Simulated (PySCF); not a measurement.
PySCF input for H2OSi, SMILES O=[SiH2], ωB97X-D3(BJ)/def2-TZVP. The structure is a stationary point at ωB97X-D3(BJ)/def2-TZVP.

```python
import numpy as np
from pyscf import gto, scf, dft, df
from pyscf.hessian import thermo

mol = gto.M(
    atom='''
    Si    0.00000000    0.00000000    0.43569619
    O     0.00000000    0.00000000   -1.07923435
    H     0.00000000   -1.22626898    1.26706410
    H     0.00000000    1.22626897    1.26706411
    ''',
    basis='def2-TZVP',
    charge=0,
    spin=0,
    max_memory=1600,
    verbose=3,
)
mf = dft.RKS(mol, xc='wb97x-d3bj').density_fit(auxbasis='def2-universal-jkfit')
mf.grids.level = 3
mf.conv_tol = 1e-11
mf.max_cycle = 100
mf.kernel()

# [left out here: the lines that compute and print the analytic Hessian (its translational invariance restored by hand, since the grid's response is missing), thermochemistry and intensities]
```

Output:

```
converged SCF energy = -365.975488691259

WARN: DFTD3 does not support analytical Hessian, using finite difference


WARN: Mole.unit (angstrom) is changed to Bohr

Mode                                 0                   1                   2
Irrep
Freq [cm^-1]                      698.9437            722.5211           1017.6898
Reduced mass [au]                   1.2656              1.2094              1.0553
Force const [Dyne/A]                0.3643              0.3720              0.6439
Char temp [K]                    1005.6243           1039.5470           1464.2291
Normal mode                   x     y     z       x     y     z       x     y     z
       0  Si                -0.00  0.07  0.00   -0.07 -0.00 -0.00   -0.00  0.00 -0.01
       1   O                 0.00 -0.08  0.00    0.04  0.00  0.00    0.00 -0.00 -0.05
       2   H                 0.00 -0.30 -0.55    0.64  0.00  0.00    0.00  0.38  0.57
       3   H                 0.00 -0.30  0.55    0.64  0.00 -0.00    0.00 -0.38  0.57
Mode                                 3                   4                   5
Irrep
Freq [cm^-1]                     1261.7301           2260.8735           2266.7994
Reduced mass [au]                  12.5315              1.0330              1.0564
Force const [Dyne/A]               11.7541              3.1110              3.1981
Char temp [K]                    1815.3486           3252.8936           3261.4196
Normal mode                   x     y     z       x     y     z       x     y     z
       0  Si                 0.00  0.00 -0.11    0.00 -0.00 -0.03   -0.00  0.04 -0.00
       1   O                -0.00 -0.00  0.20   -0.00  0.00  0.00    0.00 -0.00  0.00
       2   H                -0.00  0.11  0.03   -0.00 -0.58  0.38    0.00 -0.57  0.38
       3   H                -0.00 -0.11  0.03   -0.00  0.58  0.38    0.00 -0.57 -0.38
temperature 298.1500 [K]
pressure 101325.00 [Pa]
Rotational constants [GHz] 166.70752 18.66946 16.78924
Symmetry number 2
Zero-point energy (ZPE) 0.01875 [Eh]   49217.704 [J/mol]
                           tot       elec      trans        rot        vib
Entropy [J/mol/K]       234.719      0.000    156.523     75.235      2.961
Cv [J/mol/K]             33.950      0.000     12.472     12.472      9.007
Cp [J/mol/K]             42.264      0.000     20.786     12.472      9.007
Internal energy [J/mol]                      3718.434   3718.434  49913.074
Internal energy [Eh]   -365.95365  -365.97549
Enthalpy [J/mol]                             6197.391   3718.434  49913.074
Enthalpy [Eh]          -365.95270
Gibbs free energy [J/mol]                  -40469.803 -18713.011  49030.115
Gibbs free energy [Eh] -365.97936
static polarisability / bohr^3: [[20.862  0.    -0.   ]
 [ 0.    27.653  0.   ]
 [-0.     0.    31.583]]
largest difference of analytic and finite-field dipole derivatives / e: 0.00048337294898059824
mode   freq/cm-1   IR/(km/mol)   Raman/(A^4/amu)   depolarisation
   1      698.94        72.136             8.028            0.750
   2      722.52        66.416             0.036            0.750
   3     1017.69        44.502             9.583            0.742
   4     1261.73        91.053            27.532            0.086
   5     2260.87        46.534           195.000            0.124
   6     2266.80       133.811            57.024            0.750
max |gradient| / (hartree/bohr): 1.3328466740416924e-05
APT charges: [ 1.1464 -0.7411 -0.2026 -0.2026]
```

The run converged.
